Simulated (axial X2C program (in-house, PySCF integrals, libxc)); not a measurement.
Outer orbitals of CdB at 2.413 Å, PBE0

All values were computed with an axial X2C code built on PySCF integrals. Spin-free means the one-electron spin-free X2C Hamiltonian; two-component (2c) means X2C with spin–orbit coupling and atomic mean-field two-electron Coulomb and Gaunt terms, so the difference of the two also holds small scalar two-electron terms. Basis: Cd dyall-v3z [12s12p8d3f2g], B dyall-v3z [7s6p2d1f] (cores contracted in-house); Gaussian nuclei, density fitting, unrestricted open shells. Masses: Cd 113.903 u, B 11.009 u.

The distance is close to the 2c PBE0 minimum; the highest filled and lowest empty levels are listed.

Spin-free orbitals, state M_S = 1/2, Λ = 1 (beyond evenly filled blocks: π+α) (Löwdin shares):

```json
{"symmetry": "σα", "occupied": "yes", "ε (eV)": "-14.97", "atomic character": "94% Cd d, 4% B s"}
{"symmetry": "σβ", "occupied": "yes", "ε (eV)": "-14.93", "atomic character": "96% Cd d, 2% B s"}
{"symmetry": "π+α", "occupied": "yes", "ε (eV)": "-14.72", "atomic character": "99% Cd d"}
{"symmetry": "π-α", "occupied": "yes", "ε (eV)": "-14.69", "atomic character": "99% Cd d"}
{"symmetry": "π-β", "occupied": "yes", "ε (eV)": "-14.69", "atomic character": "99% Cd d"}
{"symmetry": "π+β", "occupied": "yes", "ε (eV)": "-14.69", "atomic character": "99% Cd d"}
{"symmetry": "δ+α", "occupied": "yes", "ε (eV)": "-14.65", "atomic character": "100% Cd d"}
{"symmetry": "δ+β", "occupied": "yes", "ε (eV)": "-14.65", "atomic character": "100% Cd d"}
{"symmetry": "δ-β", "occupied": "yes", "ε (eV)": "-14.65", "atomic character": "100% Cd d"}
{"symmetry": "δ-α", "occupied": "yes", "ε (eV)": "-14.65", "atomic character": "100% Cd d"}
{"symmetry": "σα", "occupied": "yes", "ε (eV)": "-11.33", "atomic character": "67% B s, 15% Cd s, 9% Cd p"}
{"symmetry": "σβ", "occupied": "yes", "ε (eV)": "-10.20", "atomic character": "62% B s, 21% Cd s, 9% Cd p"}
{"symmetry": "σα", "occupied": "yes", "ε (eV)": "-6.61", "atomic character": "50% Cd s, 34% B p, 10% B s"}
{"symmetry": "σβ", "occupied": "yes", "ε (eV)": "-6.30", "atomic character": "49% Cd s, 25% B p, 14% B s"}
{"symmetry": "π+α", "occupied": "yes", "ε (eV)": "-4.99", "atomic character": "87% B p, 10% Cd p, 2% Cd d"}
{"symmetry": "π-α", "occupied": "no", "ε (eV)": "-2.78", "atomic character": "78% B p, 19% Cd p"}
{"symmetry": "σα", "occupied": "no", "ε (eV)": "-2.50", "atomic character": "45% B p, 32% Cd p, 19% Cd s"}
{"symmetry": "σβ", "occupied": "no", "ε (eV)": "-2.25", "atomic character": "52% B p, 31% Cd p, 13% Cd s"}
{"symmetry": "π-β", "occupied": "no", "ε (eV)": "-1.92", "atomic character": "61% B p, 38% Cd p"}
{"symmetry": "π+β", "occupied": "no", "ε (eV)": "-1.92", "atomic character": "61% B p, 38% Cd p"}
```

Spinors with spin–orbit coupling (state Ω = 1/2):

```json
{"ω": "-1/2", "occupied": "yes", "ε (eV)": "-15.23", "atomic character": "96% Cd d, 2% B s", "λ mixture": "61% σ, 39% π"}
{"ω": "1/2", "occupied": "yes", "ε (eV)": "-15.23", "atomic character": "98% Cd d", "λ mixture": "56% σ, 44% π"}
{"ω": "3/2", "occupied": "yes", "ε (eV)": "-15.08", "atomic character": "100% Cd d", "λ mixture": "78% δ, 22% π"}
{"ω": "-3/2", "occupied": "yes", "ε (eV)": "-15.07", "atomic character": "100% Cd d", "λ mixture": "78% δ, 22% π"}
{"ω": "-1/2", "occupied": "yes", "ε (eV)": "-14.58", "atomic character": "96% Cd d, 2% B s", "λ mixture": "61% π, 39% σ"}
{"ω": "1/2", "occupied": "yes", "ε (eV)": "-14.57", "atomic character": "97% Cd d", "λ mixture": "56% π, 44% σ"}
{"ω": "3/2", "occupied": "yes", "ε (eV)": "-14.42", "atomic character": "100% Cd d", "λ mixture": "78% π, 22% δ"}
{"ω": "-3/2", "occupied": "yes", "ε (eV)": "-14.42", "atomic character": "100% Cd d", "λ mixture": "78% π, 22% δ"}
{"ω": "-5/2", "occupied": "yes", "ε (eV)": "-14.38", "atomic character": "100% Cd d", "λ mixture": "100% δ"}
{"ω": "5/2", "occupied": "yes", "ε (eV)": "-14.38", "atomic character": "100% Cd d", "λ mixture": "100% δ"}
{"ω": "-1/2", "occupied": "yes", "ε (eV)": "-11.33", "atomic character": "67% B s, 15% Cd s, 9% Cd p", "λ mixture": "100% σ"}
{"ω": "1/2", "occupied": "yes", "ε (eV)": "-10.20", "atomic character": "63% B s, 21% Cd s, 9% Cd p", "λ mixture": "100% σ"}
{"ω": "-1/2", "occupied": "yes", "ε (eV)": "-6.61", "atomic character": "50% Cd s, 34% B p, 10% B s", "λ mixture": "100% σ"}
{"ω": "1/2", "occupied": "yes", "ε (eV)": "-6.30", "atomic character": "49% Cd s, 25% B p, 14% B s", "λ mixture": "100% σ"}
{"ω": "1/2", "occupied": "yes", "ε (eV)": "-5.00", "atomic character": "86% B p, 11% Cd p, 2% Cd d", "λ mixture": "100% π"}
{"ω": "-3/2", "occupied": "no", "ε (eV)": "-2.77", "atomic character": "79% B p, 18% Cd p", "λ mixture": "100% π"}
{"ω": "-1/2", "occupied": "no", "ε (eV)": "-2.50", "atomic character": "45% B p, 32% Cd p, 19% Cd s", "λ mixture": "99% σ, 1% π"}
{"ω": "1/2", "occupied": "no", "ε (eV)": "-2.26", "atomic character": "52% B p, 31% Cd p, 13% Cd s", "λ mixture": "100% σ"}
{"ω": "-1/2", "occupied": "no", "ε (eV)": "-1.95", "atomic character": "60% B p, 38% Cd p", "λ mixture": "99% π, 1% σ"}
```

Mulliken charges and populations of the two-component result (they depend on the basis, above all on diffuse functions):

Cd 0.16 e (s 9.64 p 18.20 d 19.99 f 0.01), B -0.16 e (s 3.87 p 1.28 d 0.01). ⟨Lz⟩ = 1.00 ħ and ⟨Sz⟩ = -0.50 ħ (0.00 and -0.50 on the two atoms), which add up to Ω.

The state is a single determinant with fixed occupations, the lowest that a limited PBE0 search found. Density functionals use the spin component along the axis (collinear). PBE0 can misorder states that lie within some tenths of an eV, so this need not be the ground state of the molecule. The nearest other spin-free determinant of the search, M_S = 1/2, Λ = 0, lies 0.47 eV up at the distance of the search. Without a current term, density functionals place determinants with orbital angular momentum somewhat too high.
